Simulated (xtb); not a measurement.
Cu₂, singlet, from a rough starting geometry (GFN-xTB shapes and energies of metal compounds can be far from the true ones); GFN2-xTB (xtb).

xtb was given this input:
```
$ xtb mol.xyz --gfn 2 --opt vtight --json

# file mol.xyz
2

Cu     0.02291416    -0.04551381    -1.12841670
Cu    -0.04417941     0.04126376     1.08428476
```

Output, abridged:

```
   ID    Z sym.   atoms
    1   29 Cu     1, 2

           -------------------------------------------------
          |                Calculation Setup                |
           -------------------------------------------------

           -------------------------------------------------
          |                 G F N 2 - x T B                 |
           -------------------------------------------------

          ...................................................
          :                      SETUP                      :
          :.................................................:
          :  # basis functions                  20          :
          :  # atomic orbitals                  18          :
          :  # shells                            6          :
          :  # electrons                        22          :
          :  max. iterations                   250          :
          :  Hamiltonian                  GFN2-xTB          :
          :  restarted?                      false          :
          :  GBSA solvation                  false          :
          :  PC potential                    false          :
          :  electronic temp.          300.0000000     K    :
          :  accuracy                    1.0000000          :
          :  -> integral cutoff          0.2500000E+02      :
          :  -> integral neglect         0.1000000E-07      :
          :  -> SCF convergence          0.1000000E-05 Eh   :
          :  -> wf. convergence          0.1000000E-03 e    :
          :  Broyden damping             0.4000000          :
          :  net charge                          0          :
          :  unpaired electrons                  0          :
          ...................................................

 iter      E             dE          RMSdq      gap      omega  full diag
   1     -7.7755187 -0.777552E+01  0.132E+01    5.38       0.0  T
   2     -7.7779582 -0.243952E-02  0.912E+00    5.45       1.0  T
   3     -7.7801714 -0.221318E-02  0.793E-01    5.61       1.0  T
   4     -7.7801858 -0.144033E-04  0.546E-01    5.65       1.0  T
   5     -7.7801950 -0.923138E-05  0.836E-02    5.67       1.0  T
   6     -7.7801952 -0.162228E-06  0.247E-02    5.67       2.9  T
   7     -7.7801952 -0.169899E-07  0.116E-04    5.67     607.3  T
   8     -7.7801952 -0.119016E-12  0.105E-04    5.67     675.4  T

   *** convergence criteria satisfied after 8 iterations ***

         :::::::::::::::::::::::::::::::::::::::::::::::::::::
         ::                     SUMMARY                     ::
         :::::::::::::::::::::::::::::::::::::::::::::::::::::
         :: total energy              -7.775676503601 Eh    ::
         :: gradient norm              0.002593574724 Eh/a0 ::
         :: HOMO-LUMO gap              5.669563504664 eV    ::
         ::.................................................::
         :: SCC energy                -7.780195195649 Eh    ::
         :: -> isotropic ES           -0.000005152425 Eh    ::
         :: -> anisotropic ES          0.002116953635 Eh    ::
         :: -> anisotropic XC         -0.027114516675 Eh    ::
         :: -> dispersion             -0.000599038175 Eh    ::
         :: repulsion energy           0.004518692049 Eh    ::
         :: add. restraining           0.000000000000 Eh    ::
         :: total charge               0.000000000000 e     ::
         :::::::::::::::::::::::::::::::::::::::::::::::::::::

      -----------------------------------------------------------
     |                   =====================                   |
     |                        A N C O P T                        |
     |                   =====================                   |
     |               Approximate Normal Coordinate               |
     |                Rational Function Optimizer                |
      -----------------------------------------------------------
      -----------------------------------------------------------
     |                   =====================                   |
     |                        A N C O P T                        |
     |                   =====================                   |
     |               Approximate Normal Coordinate               |
     |                Rational Function Optimizer                |
      -----------------------------------------------------------

          ...................................................
          :                      SETUP                      :
          :.................................................:
          :   optimization level         verytight          :
          :   max. optcycles                   200          :
          :   ANC micro-cycles                  20          :
          :   degrees of freedom                 1          :
          :.................................................:
          :   RF solver                   davidson          :
          :   write xtbopt.log                true          :
          :   linear (good luck)              true          :
          :   energy convergence         0.1000000E-06 Eh   :
          :   grad. convergence          0.2000000E-03 Eh/α :
          :   maxmium RF displ.          1.0000000          :
          :   Hlow (freq-cutoff)         0.1000000E-01      :
          :   Hmax (freq-cutoff)         5.0000000          :
          :   S6 in model hess.         20.0000000          :
          ...................................................

generating ANC from exact Hessian ...
Using Lindh-Hessian (1995)
 Shifting diagonal of input Hessian by    0.0000000000000000
 Lowest  eigenvalues of input Hessian
    0.000000    0.000000    0.000000    0.000000    0.000000    0.155577
 Highest eigenvalues
    0.000000    0.000000    0.000000    0.000000    0.000000    0.155577

........................................................................
.............................. CYCLE    1 ..............................
[...]
 * total energy  :    -7.7756765 Eh     change       -0.2637890E-12 Eh
 * total energy  :    -7.7756909 Eh     change       -0.1439615E-04 Eh
 * total energy  :    -7.7756923 Eh     change       -0.1350928E-05 Eh
 * total energy  :    -7.7756926 Eh     change       -0.3959202E-06 Eh
 * total energy  :    -7.7756926 Eh     change       -0.1469136E-10 Eh
   *** GEOMETRY OPTIMIZATION CONVERGED AFTER 5 ITERATIONS ***
[...]
          :  # shells                            6          :
          :  # electrons                        22          :
          :  max. iterations                   250          :
          :  Hamiltonian                  GFN2-xTB          :
          :  restarted?                      false          :
          :  GBSA solvation                  false          :
          :  PC potential                    false          :
          :  electronic temp.          300.0000000     K    :
          :  accuracy                    1.0000000          :
          :  -> integral cutoff          0.2500000E+02      :
          :  -> integral neglect         0.1000000E-07      :
          :  -> SCF convergence          0.1000000E-05 Eh   :
          :  -> wf. convergence          0.1000000E-03 e    :
          :  Broyden damping             0.4000000          :
          :  net charge                          0          :
          :  unpaired electrons                  0          :
          ...................................................

 iter      E             dE          RMSdq      gap      omega  full diag
   1     -7.7799544 -0.777995E+01  0.105E-06    5.67       0.0  T
   2     -7.7799544 -0.799361E-14  0.712E-07    5.67   99267.8  T
   3     -7.7799544  0.532907E-14  0.152E-07    5.67  100000.0  T

   *** convergence criteria satisfied after 3 iterations ***

         :::::::::::::::::::::::::::::::::::::::::::::::::::::
         ::                     SUMMARY                     ::
         :::::::::::::::::::::::::::::::::::::::::::::::::::::
         :: total energy              -7.775692646615 Eh    ::
         :: gradient norm              0.000000037511 Eh/a0 ::
         :: HOMO-LUMO gap              5.666872697879 eV    ::
         ::.................................................::
         :: SCC energy                -7.779954392673 Eh    ::
         :: -> isotropic ES           -0.000005040414 Eh    ::
         :: -> anisotropic ES          0.002162284000 Eh    ::
         :: -> anisotropic XC         -0.027682684606 Eh    ::
         :: -> dispersion             -0.000599065741 Eh    ::
         :: repulsion energy           0.004261746057 Eh    ::
         :: add. restraining           0.000000000000 Eh    ::
         :: total charge               0.000000000000 e     ::
         :::::::::::::::::::::::::::::::::::::::::::::::::::::

           -------------------------------------------------
          |                Property Printout                |
           -------------------------------------------------

    * Orbital Energies and Occupations

         #    Occupation            Energy/Eh            Energy/eV
      -------------------------------------------------------------
         1        2.0000           -0.4265929             -11.6082
         2        2.0000           -0.3588151              -9.7639
         3        2.0000           -0.3588151              -9.7639
         4        2.0000           -0.3568490              -9.7104
         5        2.0000           -0.3381075              -9.2004
         6        2.0000           -0.3381075              -9.2004
         7        2.0000           -0.3380844              -9.1997
         8        2.0000           -0.3380844              -9.1997
         9        2.0000           -0.3349319              -9.1140
        10        2.0000           -0.3347990              -9.1103
        11        2.0000           -0.3347990              -9.1103 (HOMO)
        12                         -0.1265452              -3.4435 (LUMO)
        13                         -0.1044455              -2.8421
        14                         -0.0836038              -2.2750
        15                         -0.0836038              -2.2750
        16                         -0.0141306              -0.3845
        17                         -0.0141306              -0.3845
        18                          1.1137734              30.3073
      -------------------------------------------------------------
                  HL-Gap            0.2082537 Eh            5.6669 eV
             Fermi-level           -0.2306721 Eh           -6.2769 eV

     #   Z          covCN         q      C6AA      α(0)
     1  29 Cu       0.949    -0.000   150.109    27.944
     2  29 Cu       0.949     0.000   150.109    27.944

 Mol. C6AA /au·bohr⁶  :        600.437289
 Mol. C8AA /au·bohr⁸  :      49194.412137
 Mol. α(0) /au        :         55.887515

Wiberg/Mayer (AO) data.
largest (>0.10) Wiberg bond orders for each atom

 ---------------------------------------------------------------------------
     #   Z sym  total        # sym  WBO       # sym  WBO       # sym  WBO
 ---------------------------------------------------------------------------
     1  29 Cu   1.058 --     2 Cu   1.058
     2  29 Cu   1.058 --     1 Cu   1.058
 ---------------------------------------------------------------------------

Topologies differ in total number of bonds
Writing topology from bond orders to xtbtopo.mol

molecular dipole:
                 x           y           z       tot (Debye)
 q only:       -0.000       0.000       0.000
   full:       -0.000      -0.000      -0.000       0.000
molecular quadrupole (traceless):
                xx          xy          yy          xz          yz          zz
 q only:        0.000      -0.000       0.000      -0.000      -0.000      -0.000
  q+dip:       -4.285      -0.015      -4.277      -0.390       0.504       8.563
   full:       -3.166      -0.011      -3.160      -0.288       0.373       6.327

optimized geometry written to: xtbopt.xyz

           -------------------------------------------------
          | TOTAL ENERGY               -7.775692646615 Eh   |
          | GRADIENT NORM               0.000000037511 Eh/α |
          | HOMO-LUMO GAP               5.666872697879 eV   |
           -------------------------------------------------

normal termination of xtb
```
